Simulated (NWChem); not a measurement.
Species: CH$_{3}$AlCl$_{2}$S; SMILES C[S][Al]([Cl])[Cl]

```xyz
8

Al    -0.0172     0.3879    -0.0001
Cl    -0.9339     2.2637     0.0006
Cl     2.0763     0.2607    -0.0005
S     -1.2468    -1.3823    -0.0006
C     -0.0254    -2.7474    -0.0008
H      1.0094    -2.3811    -0.0020
H     -0.1941    -3.3605    -0.8958
H     -0.1923    -3.3594     0.8952
```
Atoms are numbered in this order, from 1.

Computed with NWChem. The geometry was optimised at PBE0/def2-SVP. Vzz is the largest principal value of the second derivative of the potential at the nucleus (NWChem prints the opposite sign); η is the asymmetry. Non-relativistic.

```tsv
level	Vzz Al1 (a.u.)	η Al1	Vzz Cl2 (a.u.)	η Cl2	Vzz Cl3 (a.u.)	η Cl3	Vzz S4 (a.u.)	η S4	relative time
CAM-B3LYP/def2-SVP	0.658	0.32	1.377	0.19	1.342	0.15	1.826	0.69	3
B3LYP/def2-TZVP	0.794	0.30	1.434	0.29	1.409	0.29	2.001	0.63	4
B3LYP/def2-SVP	0.607	0.32	1.359	0.20	1.323	0.16	1.781	0.69	1
```

The last column is a rough cost ratio, cheapest run = 1.
